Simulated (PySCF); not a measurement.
How methods differ on the ionisation energy of Sm(30+)

Sm(30+) [Ar] 3d10 4s2 4p2 (3P) → Sm(31+) [Ar] 3d10 4s2 4p1 (2P), as a difference of total energies. Calculation: PySCF 2.14, in an even-tempered Gaussian basis (19 s from 2.3 bohr⁻², ratio 2.5; 14 p from 3 bohr⁻², ratio 2.5; 8 d from 5.4 bohr⁻², ratio 2.5; 5 f from 16 bohr⁻², ratio 2.7; 4 g from 25 bohr⁻², ratio 2.7); the spin-free X2C one-electron Hamiltonian (Gaussian nucleus). Correlated levels: outer shells: [Ne] frozen; virtual orbitals above 40 to 60 times the deepest correlated orbital energy dropped. The calculations carry no spin-orbit coupling.

```tsv
method	ionisation energy (eV)
UHF	1158.7
MP2 (outer shells)	1159.8
SCS-MP2 (outer shells)	1159.6
CCSD (outer shells)	1159.8
CCSD(T) (outer shells)	1159.8
```

Spin-orbit coupling is strong in these open shells (close to jj coupling). The scalar numbers leave it out and a first-order estimate fails, so it can dominate the gap to the real levels.

Breit and QED terms and the two-electron picture change are absent.

For comparison: 1180 ± 4 eV (theoretical estimate listed by NIST; NIST Atomic Spectra Database, ionization energies).
